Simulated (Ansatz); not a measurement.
Program: Ansatz. Geometries: PBE0-D4/def2-TZVP. ΔE: electronic, gas phase. CCSD(T)/CBS adds triple-zeta CCSD(T) − MP2 to the extrapolated MP2 energy (def2 sets, frozen cores). This one scheme is used for every species. Functionals use def2-TZVPP. One conformer a species, not always the lowest.

Reaction (β-hydride elimination): `CC[Si](O)(O)OC` → `CO[SiH](O)O` + `C=C`

| level | ΔE (kJ/mol) |
| --- | --- |
| BHLYP-D4 | 151.6 |
| B2PLYP | 134.5 |
| LC-ωPBE | 164.9 |
| CCSD/def2-TZVPP | 143.7 |

**Question.** What does CCSD(T)/CBS give? (Best estimate.)

**Answer.** The calculation gave: +146.4 kJ/mol. The listed levels differ from it by 5.2, -11.9, 18.5, -2.7 kJ/mol.

Largest T1 diagnostic among the species: 0.011.

Leaving LDA and LC-ωPBE aside and taking each functional with its dispersion term where it has one, the values, not all of them listed here, spread over 34.7 kJ/mol, from BLYP-D4 to PBE0-D4. LDA lies +45.6 kJ/mol from PBE without D4. In def2-TZVPP, CCSD(T) changes the Hartree–Fock value by +32.5 kJ/mol (the triples alone add +1.6 kJ/mol) and MP2 by +43.3 kJ/mol. From BLYP to BHLYP (50 % exact exchange), in def2-TZVPP and without D4, ΔE moves by +30.0 kJ/mol.
